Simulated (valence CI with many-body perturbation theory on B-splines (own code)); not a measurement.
Questions on Ir63+

Method: valence CI with perturbative core correlation (CI+MBPT): four valence electrons over a frozen Dirac-Fock core [Ne], a basis of 11 s, 11 p, 9 d, 7 f, 5 g, 2 h, 1 i functions for each j, with the one-electron correlation potential Σ1, the two-electron term Σ2, the three-electron term Σ3, Breit, model QED; selected CI, second order for the rest (own B-spline code, finite nucleus).

No measured spectrum was set against this ion. As an estimate, large intervals hold to a few tenths of a per cent, small ones and those within an open d or f shell to about a per cent.

Levels are named by their leading jj configuration (3d3/2^4 stands for four electrons in 3d with j = 3/2), which in mixed levels can hold well under half, so a name can repeat and another be missing.

Rates and lifetimes use the calculated energies. Strong lines usually hold to 10 to 20 %, long lifetimes can be off by a factor of two.

What is the ground level?

(3s^2 3p1/2^2) J=0, composition 68 % 3s²3p² ³P + 31 % 3s²3p² ¹S.

What is the ionisation energy?

7275.4 eV; NIST lists 7274 ± 19 eV (theoretical).

How well does LS coupling describe the low levels?

Among the lowest 20 levels the leading LS term, summed over configurations, holds 58 % on average. For single configurations the figures are 55 % in LS and 93 % in jj coupling. Terms mix most in the J = 2 level at 966.9 eV, where the leading one holds 27 %.

Name the longest-lived excited levels whose lifetime is computed, and their main decay.

(3s^2 3p1/2 3p3/2) J=2 at 432.5 eV lives 102 ns, mostly by E2 to (3s^2 3p1/2^2) J=0; (3s^2 3p1/2 3p3/2) J=1 at 422.7 eV lives 2.11 ns, mostly by M1 to (3s^2 3p1/2^2) J=0; (3s^2 3p3/2 3d5/2) J=4 at 1188.6 eV lives 1.21 ns, mostly by M1 to (3s^2 3p1/2 3d5/2) J=3.

What are the static dipole polarisabilities of the lowest levels?

(3s^2 3p1/2^2) J=0 0.00182 bohr³, of which the core gives 3.70e-05.
